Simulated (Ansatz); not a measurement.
`C#CBBC` + `OCF` → `C#COCF` + `BBC` at 298.15 K and 1 bar (substitution at a C–B bond).

Isolated molecules relaxed with PBE0-D4/def2-TZVP in Ansatz; ΔE leaves out vibrations. CCSD(T)/CBS is the MP2 limit (def2-TZVPP, def2-QZVPP) plus CCSD(T) − MP2 in def2-TZVPP, frozen cores. One conformer a species, not always the lowest.

| species | CCSD(T)/CBS energy (Eh) | H − E (kJ/mol) | S (J/(mol·K)) |
| --- | --- | --- | --- |
| `C#CBBC` | -167.26726 | 229.3 | 342.2 |
| `OCF` | -214.81254 | 130.4 | 256.5 |
| `C#COCF` | -290.81386 | 158.1 | 309.5 |
| `BBC` | -91.20122 | 193.6 | 291.4 |

H − E and S are ideal-gas, rigid-rotor, harmonic terms from PBE0-D4/def2-TZVP, for one conformer and one mirror image of each species. 1 Eh = 2625.50 kJ/mol, R = 8.31446 J/(mol·K).

**Question.** By hand: ΔE, ΔH, ΔS and ΔG.

**Answer.** ΔE = (-290.81386) + (-91.20122) − (-167.26726) − (-214.81254) = 0.06472 Eh = 169.9 kJ/mol. Δ(H − E) = 158.1 + 193.6 − 229.3 − 130.4 = -8.0, so ΔH = 161.9 kJ/mol. ΔS = 309.5 + 291.4 − 342.2 − 256.5 = 2.2 J/(mol·K). ΔG = 161.9 − 298.15 × (2.2)/1000 = 161.2 kJ/mol.

**Question.** By hand: the equilibrium constant, and the temperature at which ΔG would vanish if ΔH and ΔS stayed fixed.

**Answer.** log₁₀ K = −ΔG/(RT ln 10) = -28.2. ΔG = 0 at ΔH/ΔS = 73591 K, far beyond where these terms or the molecules hold.

The number of gas molecules stays the same, so ΔS is small and ΔH decides. A doubt of 5 kJ/mol in ΔE shifts log₁₀ K by 0.9 here. Other conformers and mirror images would add mixing entropy, several J/(mol·K) or more a flexible species. Modes under 60 cm⁻¹, often nearly free rotors, make the harmonic entropy too high. These are equilibria of isolated gas molecules and say nothing of rates. Largest T1 diagnostic: 0.014 (customary marks: 0.02 for closed shells, 0.045 for open ones).
